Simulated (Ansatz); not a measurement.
Reaction: C3H6O (SMILES C[C@H]1CO1) → C3H6O (SMILES C=CCO)
Each species at its own B3LYP-D3(BJ)/def2-TZVP minimum (Ansatz, a quantum-chemistry and plane-wave program), one conformer.

Quantity: isomerisation energy (electronic), in kcal/mol. Radicals and triplets start from unrestricted determinants; spin-orbit coupling is neglected. CBS(X,Y): correlation extrapolated as X^-3, Hartree-Fock from the larger set. A bracket is a step between two methods taken in the basis named. The functionals are non-relativistic, so their misses hold any scalar relativity. Double hybrids freeze cores in their MP2 part. '+ core + X2C': CCSD(T) terms for core correlation (cc-pwCVTZ) and scalar relativity (cc-pVTZ-DK).

CCSD(T)/CBS(cc-pVTZ,cc-pVQZ) + [CCSDT(Q) - CCSD(T)]/cc-pVDZ + core + X2C (Ansatz) gives -8.1 kcal/mol.

Problem. How far off this value is PBE/def2-TZVPD (Ansatz), in which direction, and which of these levels come nearer: r2SCAN/def2-TZVPD, B3LYP/def2-TZVPD, PBE0/def2-TZVPD, wB97M-V/def2-TZVPD, B2PLYP/def2-TZVPD, CCSD(T)/CBS(cc-pVTZ,cc-pVQZ) + core + X2C?

Solution. PBE gives -4.1 kcal/mol, 4.0 kcal/mol above it. Differences of the others: r2SCAN/def2-TZVPD (Ansatz) 3.7; B3LYP/def2-TZVPD (Ansatz) -0.1; PBE0/def2-TZVPD (Ansatz) 4.2; wB97M-V/def2-TZVPD (Ansatz) 2.0; B2PLYP/def2-TZVPD (Ansatz) 0.6; CCSD(T)/CBS(cc-pVTZ,cc-pVQZ) + core + X2C (Ansatz) 0.1 kcal/mol. Nearer than PBE: r2SCAN/def2-TZVPD, B3LYP/def2-TZVPD, wB97M-V/def2-TZVPD, B2PLYP/def2-TZVPD, CCSD(T)/CBS(cc-pVTZ,cc-pVQZ) + core + X2C.
